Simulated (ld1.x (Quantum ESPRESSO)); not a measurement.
# Before and after: TM potential for gold (Au)

gold, norm-conserving Troullier–Martins (Kleinman–Bylander form), made with ld1.x (Quantum ESPRESSO) 7.5 (PBE, scalar-relativistic). Core [Xe] 4f14, reference 5d10 6s1 6p0. Waves: 6s (bound): rc 2.30 bohr; 6p (bound, empty): rc 3.90 bohr; 5d (bound): rc 1.70 bohr. Local part: the d channel. Core correction: none.

Change: wave 5d (bound): rc 1.70 bohr becomes 5d (bound): rc 1.94 bohr.

Cutoffs: the cutoffs (Ry, on a coarse ladder) from which the occupation-weighted sum of valence levels, in a spherical-Bessel basis at the reference potential, stays within 10 and 1 mRy of its value at 400 Ry; they do not see the model core or the augmentation charge, which bear on the density cutoff. Errors are all-electron minus pseudo energies relative to the spin-unpolarised reference configuration.

**Question.** Predict the effect on cutoff, ghosts and configuration errors.

**Answer.** The potential gets neither clearly harder nor softer (45 Ry and 60 Ry → 45 Ry and 55 Ry); both files keep a bound ghost (p, s); of the 6 tests that both files solve, the error grows in 0 and shrinks in 1 by more than 15 % and 0.3 meV (median size 4.5 → 3.1 meV); the range in which the p phases agree widens (upper end 1.7 → 4.2).

```tsv
quantity	base	changed
cutoff, loose	45 Ry	45 Ry
cutoff, tight	60 Ry	55 Ry
bound ghosts	s, p	s, p
tests counted (converged, no solver errors)	6 of 7	6 of 7
error for 5d10 6s0 6p0, meV [ΔE 9.41 eV]	-1.9	-1.7
error for 5d9 6s0 6p0, meV [ΔE 30.62 eV]	+25	+25
error for 5d8 6s0 6p0, meV [ΔE 64.49 eV]	+6.2	+3.5
error for 5d10 6s0.5 6p0, meV [ΔE 3.77 eV]	-1.4	-1.3
error for 5d9 6s2 6p0, meV [ΔE 1.69 eV]	-33	-33
error for 5d10 6s0 6p1, meV [ΔE 5.25 eV]	+2.8	+2.7
s: phases at 4.26 bohr within 0.05 rad from the reference energy up to (Ry; the scan ends near 5)	0.8	0.8
p: phases at 4.26 bohr within 0.05 rad from the reference energy up to (Ry; the scan ends near 5)	1.7	4.2
d: phases at 4.26 bohr within 0.05 rad from the reference energy up to (Ry; the scan ends near 5)	3.0	3.0
```

Base: Tests not counted: 5d9 6s1 6p1 (solver errors, printed error -2.5 eV). Changed file: Tests not counted: 5d9 6s1 6p1 (solver errors, printed error -2.5 eV). A true bound ghost makes a file unfit for plane-wave use even where its test errors are small: the radial tests pick states by their node count and pass the ghost by. Where a test does run into it, the solver fails or the error is huge.
